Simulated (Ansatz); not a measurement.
Computed with Ansatz on PBE0-D4/def2-TZVP structures; ΔE is electronic, products minus reactants. CBS: MP2 limit from def2 TZ/QZ plus the TZ coupled-cluster correction, frozen cores. One conformer a species, not always the lowest.

`CNC(N)[SiH3]` + `C1=CN1` → `[SiH3]C1=CN1` + `CNCN`  (formal exchange of groups at the Si–C bond)

| species | CCSD(T)/CBS(def2) energy (Eh) |
| --- | --- |
| `CNC(N)[SiH3]` | -480.57819 |
| `C1=CN1` | -132.46664 |
| `[SiH3]C1=CN1` | -422.75844 |
| `CNCN` | -190.30703 |

Question: Work out ΔE.

Answer: ΔE = (-422.75844) + (-190.30703) − (-480.57819) − (-132.46664) = -0.02064 Eh = -0.56 eV.

Largest T1 diagnostic among the species: 0.012.

The D4 term adds +0.06 eV with B3LYP and +0.03 eV with PBE0; it sums over pairs of atoms, weighted by their polarisabilities, and B3LYP, whose exchange is more repulsive, gets the larger term. In def2-TZVPP, CCSD(T) changes the Hartree–Fock value by +0.14 eV (the triples alone add +0.01 eV) and MP2 by +0.11 eV.

B3LYP here is the variant with VWN-RPA as its local correlation; programs differ in this.
